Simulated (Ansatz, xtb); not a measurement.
C6H5NO: which of two isomers lies lower

We compare X, `C#CC#CCC(N)=O`, a singlet, with Y, `C#CC#C/C=C(\N)O`, a singlet. Both are isolated molecules in the gas phase, relaxed with PBE-D3(BJ)/def2-SVP; the shapes shown needn't be the lowest conformers.

X (Å):

```yaml
atoms:
  - { symbol: C, position_ang: [-0.5132, 3.6868, 0.5184] }
  - { symbol: C, position_ang: [-0.7089, 2.4720, 0.5607] }
  - { symbol: C, position_ang: [-0.9223, 1.1222, 0.6101] }
  - { symbol: C, position_ang: [-1.1211, -0.0961, 0.6512] }
  - { symbol: C, position_ang: [-1.3038, -1.5318, 0.7293] }
  - { symbol: C, position_ang: [-0.2041, -2.3517, 1.4655] }
  - { symbol: N, position_ang: [0.8286, -1.6209, 1.9641] }
  - { symbol: O, position_ang: [-0.3086, -3.5662, 1.5615] }
  - { symbol: H, position_ang: [-0.3457, 4.7539, 0.4787] }
  - { symbol: H, position_ang: [-1.3832, -1.9768, -0.2864] }
  - { symbol: H, position_ang: [-2.2595, -1.7824, 1.2389] }
  - { symbol: H, position_ang: [0.8644, -0.6068, 1.8548] }
  - { symbol: H, position_ang: [1.5768, -2.1085, 2.4563] }
```

Y (Å):

| atom | x (Å) | y (Å) | z (Å) |
| --- | --- | --- | --- |
| C | -3.3747 | 2.4149 | 0.3223 |
| C | -2.3399 | 1.7473 | 0.2271 |
| C | -1.1966 | 1.0140 | 0.1273 |
| C | -0.1537 | 0.3413 | 0.0304 |
| C | 1.0329 | -0.3971 | -0.0368 |
| C | 1.9457 | -0.4138 | 1.0082 |
| N | 1.7480 | 0.1918 | 2.2104 |
| O | 3.1245 | -1.0743 | 0.9510 |
| H | -4.2819 | 2.9955 | 0.4020 |
| H | 1.2577 | -0.9949 | -0.9363 |
| H | 2.5645 | 0.3892 | 2.7875 |
| H | 0.9459 | 0.8185 | 2.2843 |
| H | 3.2100 | -1.4630 | 0.0606 |

Quicker runs give these differences E(Y) − E(X): GFN2-xTB +13.9 kcal/mol; HF/STO-3G +12.6 kcal/mol (at GFN2-xTB geometries); r2SCAN-D4/def2-SVP +13.1 kcal/mol (at GFN2-xTB geometries).

Problem. Estimate E(Y) − E(X) at the level CCSD(T)/def2-SVP + ΔMP2/def2-TZVPP.

Solution. Calculated at CCSD(T)/def2-SVP + ΔMP2/def2-TZVPP: E(Y) − E(X) = +16.0 kcal/mol, so structure X lies lower.

Level by level:

| level | geometry | E(Y) − E(X) (kcal/mol) | departure from the last row (kcal/mol) | job, with rough time for the two |
| --- | --- | --- | --- | --- |
| GFN2-xTB | GFN2-xTB | +13.9 | −2.1 | optimisation, 0.24 s |
| HF/STO-3G | GFN2-xTB | +12.6 | −3.4 | single point, 0.58 s |
| r2SCAN-D4/def2-SVP | GFN2-xTB | +13.1 | −2.9 | single point, 6.3 s |
| PBE-D3(BJ)/def2-SVP | PBE-D3(BJ)/def2-SVP | +13.3 | −2.8 | optimisation, 66 s |
| HF/def2-SVP | PBE-D3(BJ)/def2-SVP | +17.3 | +1.3 | part of the CCSD(T) run |
| MP2/def2-SVP | PBE-D3(BJ)/def2-SVP | +17.6 | +1.6 | part of the CCSD(T) run |
| CCSD(T)/def2-SVP | PBE-D3(BJ)/def2-SVP | +18.0 | +2.0 | single point |
| CCSD(T)/def2-SVP + ΔMP2/def2-TZVPP | PBE-D3(BJ)/def2-SVP | +16.0 |  | single point, 3 min |

As drawn, Y has 1 C=C, 1 C–O, 1 O–H in place of 1 C–C, 1 C=O, 1 C–H.

The levels shown agree on the order. The largest departure from CCSD(T)/def2-SVP + ΔMP2/def2-TZVPP is that of HF/STO-3G, 3.4 kcal/mol. A small imaginary or near-zero mode remains, so no thermal terms are given. The last row adds to CCSD(T) the change of the MP2 difference between the two basis sets, here −2.0 kcal/mol.

The correlated steps freeze 8 core orbitals. Codes used: Ansatz 0.2.0, xtb 6.7.1; the last row on 2 threads of Arm Neoverse V1 on a shared host.
